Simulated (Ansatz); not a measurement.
Gas-phase electronic energies from Ansatz, PBE0-D4/def2-TZVP geometries. CCSD(T)/CBS adds triple-zeta CCSD(T) − MP2 to the extrapolated MP2 energy (def2 sets, frozen cores). Functionals use def2-TZVPP. For Br, Ga, Mg outer-core shells are correlated without core-valence functions, which leaves a few kJ/mol of doubt a bond. Scalar relativity is left out up to krypton. Each species was taken in one conformer, which may not be the lowest.

Reaction (ligand exchange at the Si–O bond): `[OH][Ga]([Br])[O][SiH3]` + `[NH2][Mg][OH]` → `[NH2][Mg][O][SiH3]` + `[OH][Ga]([OH])[Br]`

| species | CAM-B3LYP-D4 energy (Eh) |
| --- | --- |
| `[OH][Ga]([Br])[O][SiH3]` | -4941.80885 |
| `[NH2][Mg][OH]` | -331.93996 |
| `[NH2][Mg][O][SiH3]` | -622.69850 |
| `[OH][Ga]([OH])[Br]` | -4651.05864 |

(1) Work out ΔE.

Largest T1 diagnostic among the species: 0.012.

Results:

(1) ΔE = (-622.69850) + (-4651.05864) − (-4941.80885) − (-331.93996) = -0.00833 Eh = -21.9 kJ/mol. CCSD(T)/CBS gives -26.1 kJ/mol.

Leaving LDA and LC-ωPBE aside and taking each functional with its dispersion term where it has one, the values, not all of them listed here, spread over 8.6 kJ/mol, from B97M-V to BHLYP-D4. The D4 term adds +4.6 kJ/mol with B3LYP and +2.7 kJ/mol with PBE0; it sums over pairs of atoms, weighted by their polarisabilities, and B3LYP, whose exchange is more repulsive, gets the larger term.

B3LYP here is the variant with VWN-RPA as its local correlation; programs differ in this.
